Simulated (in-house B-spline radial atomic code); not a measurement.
Computed with a B-spline radial atomic code. Model: two electrons, singlet ground state, non-relativistic, full CI in B-splines with partial waves to l = 8 (at full coupling up to 3e-4 hartree above the limit, correlation up to 0.6 % small), density held at that of full coupling by Lieb maximisation.

Along the adiabatic connection the electron repulsion is scaled by a coupling λ while a local potential keeps the density fixed. At λ = 0 the system is the Kohn-Sham one and W equals the exchange energy; the exchange-correlation energy is the area under W between 0 and 1. The kinetic energy rises with λ as the electrons avoid each other, with dT/dλ = −λ dW/dλ.

Command:
```bash
python run_ac.py task.json out
```
Settings (lengths in bohr, energies in hartree):
```
potential              yukawa
strength               2.93
lmax                   8
second                 0.131
```

Cost of the run: 8.2 s on 1 thread of Intel(R) Xeon(R) Processor @ 2.30GHz (shared host).

**W = mean repulsion less Hartree energy, and W of three functionals.**

Given: confinement screened point charge; nuclear charge 2.93; screening of the nucleus 0.131 1/bohr; external potential -Z exp(-k r)/r.

Computed: PBE exchange minus exact 24.162 millihartree; SCAN exchange minus exact -4.7799 millihartree.

| coupling | W xc (hartree) | W xc minus exchange (millihartree) | kinetic minus Kohn-Sham (millihartree) | LDA (PW92) W minus its exchange (millihartree) | PBE W minus its exchange (millihartree) | SCAN W minus its exchange (millihartree) |
| --- | --- | --- | --- | --- | --- | --- |
| 0 | -1.603 | 0 | 0 | 0 | 0 | 0 |
| 0.02 | ? | ? | ? | ? | ? | ? |
| 0.05 | -1.6077 | -4.709 | 0.1 | -26.86 | -4.58 | -4.53 |
| 0.12 | -1.6142 | -11.19 | 0.7 | -52.28 | -11.05 | -10.66 |
| 0.25 | ? | ? | ? | ? | ? | ? |
| 0.4 | -1.6389 | -35.88 | 7 | -122.32 | -36.5 | -33.54 |
| 0.6 | -1.6554 | -52.392 | 15.3 | -159.45 | -53.86 | -48.61 |
| 0.8 | -1.6711 | -68.047 | 26.2 | -190.97 | -70.44 | -62.79 |
| 1 | -1.6859 | -82.907 | 39.6 | -218.61 | -86.25 | -76.2 |
| 1.4 | -1.7135 | -110.47 | 72.6 | -265.76 | -115.69 | -101 |
| 2 | -1.7501 | -147.1 | 134.6 | -322.93 | -155.02 | -134.01 |
| 3 | -1.8011 | -198.11 | 261.2 | -396.22 | -210.26 | -180.42 |
| 4.5 | -1.8604 | -257.35 | 481.2 | -476.6 | -275.72 | -235.59 |
| 7 | -1.9297 | -326.72 | 874.1 | -568.95 | -355.54 | -302.74 |
| 10 | -1.9851 | -382.06 | 1338.9 | -644.19 | -423.2 | -358.66 |

(1) What belongs in the row 0.02?

(2) What belongs in the row 0.25?

(3) What is the LDA exchange minus exact?

**Energy parts, natural occupations and partial-wave weights.**

Computed: total energy -6.1693 hartree; exchange energy -1.603 hartree; kinetic part of the DFT correlation energy 0.039589 hartree; kinetic part over minus potential part 0.47752; Hartree energy 3.206 hartree; Kohn-Sham kinetic 6.8407 hartree; Lieb Oxford ratio E_xc over LDA exchange 1.1937.

```tsv
natural	occupation of the shell (electrons)
s	1.9931
p	0.0036062
s	0.0029106
d	?
p	0.00012647
s	5.7478e-05
```

(4) What belongs in the row d?

```
wave      weight
   s     0.99801
   p           ?
   d  9.6274e-05
   f  1.3636e-05
   g  3.1793e-06
```

(5) What belongs in the row p?

(6) What is the correlation energy?

(7) What is the initial slope twice GL2?

Results:

(1) W xc (hartree): -1.6049; W xc minus exchange (millihartree): -1.892; kinetic minus Kohn-Sham (millihartree): 0; LDA (PW92) W minus its exchange (millihartree): -12.94; PBE W minus its exchange (millihartree): -1.82; SCAN W minus its exchange (millihartree): -1.83.

(2) W xc (hartree): -1.6259; W xc minus exchange (millihartree): -22.892; kinetic minus Kohn-Sham (millihartree): 2.8; LDA (PW92) W minus its exchange (millihartree): -88.7; PBE W minus its exchange (millihartree): -23; SCAN W minus its exchange (millihartree): -21.58.

(3) 223.88 millihartree.

(4) occupation of the shell (electrons): 0.00017167.

(5) weight: 0.0018726.

(6) -0.043317 hartree.

(7) -0.094855 hartree.

Half-way to full coupling W has made 53 % of its drop, against 50 % for a straight line, and second-order (GL2) theory, half the initial slope, overshoots the correlation energy by about 10 %: a moderate bend, as in light atoms. Over couplings 0 to 1 the errors in E_xc come to about +134 millihartree for LDA, +23 millihartree for PBE, -1.6 millihartree for SCAN, so SCAN is nearest. In LDA and PBE and SCAN the errors of exchange and correlation have opposite signs, so the sum is smaller than the larger of the two.
